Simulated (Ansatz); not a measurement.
`[Cl][Zr]([Cl])([Cl])[Br]` + CH₃NH₂ → `C[NH][Zr]([Cl])([Cl])[Cl]` + HBr at 298.15 K and 1 bar (ligand exchange at a Zr–Br bond).

Gas-phase electronic energies from Ansatz, PBE0-D4/def2-TZVP geometries. CBS: MP2 limit from def2 TZ/QZ plus the TZ coupled-cluster correction, frozen cores. Elements past krypton have def2 core potentials. For Br, Zr outer-core shells are correlated without core-valence functions, which leaves a few kJ/mol of doubt a bond. Scalar relativity is left out up to krypton. Each species was taken in one conformer, which may not be the lowest.

```csv
species,CCSD(T)/CBS energy (Eh),H − E (kJ/mol),S (J/(mol·K))
`[Cl][Zr]([Cl])([Cl])[Br]`,-3999.95269,35.2,391.6
CH₃NH₂,-95.75281,180.0,240.4
`C[NH][Zr]([Cl])([Cl])[Cl]`,-1521.75679,178.5,434.8
HBr,-2573.91920,24.6,198.6
```

H − E and S are ideal-gas, rigid-rotor, harmonic terms from PBE0-D4/def2-TZVP, for one conformer and one mirror image of each species. 1 Eh = 2625.50 kJ/mol, R = 8.31446 J/(mol·K).

**Question.** By hand: ΔE, ΔH, ΔS and ΔG.

**Answer.** ΔE = (-1521.75679) + (-2573.91920) − (-3999.95269) − (-95.75281) = 0.02951 Eh = 77.5 kJ/mol. Δ(H − E) = 178.5 + 24.6 − 35.2 − 180.0 = -12.1, so ΔH = 65.4 kJ/mol. ΔS = 434.8 + 198.6 − 391.6 − 240.4 = 1.4 J/(mol·K). ΔG = 65.4 − 298.15 × (1.4)/1000 = 65.0 kJ/mol.

**Question.** By hand: the equilibrium constant, and the temperature at which ΔG would vanish if ΔH and ΔS stayed fixed.

**Answer.** log₁₀ K = −ΔG/(RT ln 10) = -11.4. ΔG = 0 at ΔH/ΔS = 46714 K, far beyond where these terms or the molecules hold.

The number of gas molecules stays the same, so ΔS is small and ΔH decides. A doubt of 5 kJ/mol in ΔE shifts log₁₀ K by 0.9 here. Other conformers and mirror images would add mixing entropy, several J/(mol·K) or more a flexible species. Modes under 60 cm⁻¹, often nearly free rotors, make the harmonic entropy too high. These are equilibria of isolated gas molecules and say nothing of rates. Largest T1 diagnostic: 0.015 (customary marks: 0.02 for closed shells, 0.045 for open ones).
